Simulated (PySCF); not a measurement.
C3H8ClOSi (doublet state).
Geometry (GFN2-xTB, Å), atoms numbered from 1 in this order:
```
atom  x, y, z in Å
C1    -1.8919   -0.2917   -1.3985
C2    -1.2547    0.4272   -0.2193
O3     0.0457   -0.0494   -0.0317
Si4    1.1293    0.3938    1.0845
C5     2.5394   -0.7111    0.6132
Cl6    3.9886   -0.6741    1.4696
H7    -1.3074   -0.1154   -2.2977
H8    -2.9043    0.0699   -1.5540
H9    -1.9196   -1.3613   -1.2075
H10   -1.2255    1.5087   -0.4024
H11   -1.8417    0.2584    0.6923
H12    0.6412    0.1429    2.4482
H13    1.4656    1.8212    0.9813
H14    2.5346   -1.4194   -0.2001
```

The hyperfine couplings belong to this conformer and change with its torsions.

The species is `CCO[SiH2][CH]Cl` [radical].

Method: UKS B3LYP, pcH-1 on C Cl H O Si, non-relativistic, mean-field spin-orbit, GIAO (PySCF 2.14.0). The structure is a single GFN2-xTB conformer in the gas phase; no vibrational or solvent corrections. The geometry wasn't refined by DFT: couplings that depend on bond lengths, twists or pyramidal angles can differ widely from those at the functional's own minimum. Stability of the SCF solution: not tested.

(1) What is the g tensor, term by term?

(2) Average each term over the three axes. Which is largest in size?

(3) At 93.766 GHz, how far is the centre of the isotropic spectrum from where a free electron (g = 2.002319) resonates?

(4) In a frozen sample, at which fields do the three g values resonate at 9.5, 34, 94 and 263 GHz (hyperfine left aside), and which band first spreads them over more than twice a line width of 0.5 mT?

Results:

(1) 
| Δg (ppt) | 1 | 2 | 3 |
| --- | --- | --- | --- |
| relativistic mass correction | -0.17 | -0.17 | -0.17 |
| gauge correction | -0.01 | 0.04 | 0.03 |
| orbital Zeeman/spin–orbit | -0.36 | 8.10 | 8.78 |
| total | -0.54 | 7.97 | 8.64 |

So g = 2.00178, 2.01029, 2.01095 and g_iso = 2.00768; the tensor is close to axial: the two nearest values differ by 7 % of g3 − g1. 

(2) The orbital-Zeeman/spin–orbit term 5.50, the mass correction -0.17 and the gauge correction 0.02 ppt, for a total of 5.36 ppt. The orbital-Zeeman/spin–orbit term is the largest in size. The mass correction is the same along every axis, so the anisotropy comes from the other two: their spans along these axes are 0.04 (gauge) and 9.14 ppt (orbital Zeeman/spin–orbit).

(3) B = hν/(g μB) with μB/h = 13.99624 MHz/mT gives 3345.80 mT for the free electron and 3336.88 mT at g_iso, 8.93 mT lower.

(4) 
| band | GHz | B(g3) mT | B(g2) mT | B(g1) mT | spread mT |
| --- | --- | --- | --- | --- | --- |
| X | 9.5 | 337.53 | 337.64 | 339.07 | 1.55 |
| Q | 34.0 | 1207.99 | 1208.39 | 1213.53 | 5.53 |
| W | 94.0 | 3339.75 | 3340.86 | 3355.05 | 15.30 |
| J | 263.0 | 9344.20 | 9347.29 | 9387.00 | 42.81 |

The spread grows in proportion to the frequency. X band is the first where it exceeds 1.0 mT.

The largest Mulliken spin populations are on C5 (+0.90) and Cl6 (+0.11). C5 is the only atom above +0.15. The angles at C5 add up to 360.0°, so it is planar; its axial dipolar tensor and the negative coupling of its proton fit spin in a p orbital normal to that plane.

The HOMO–LUMO gaps are 6.23 eV among the α and 5.45 eV among the β orbitals.
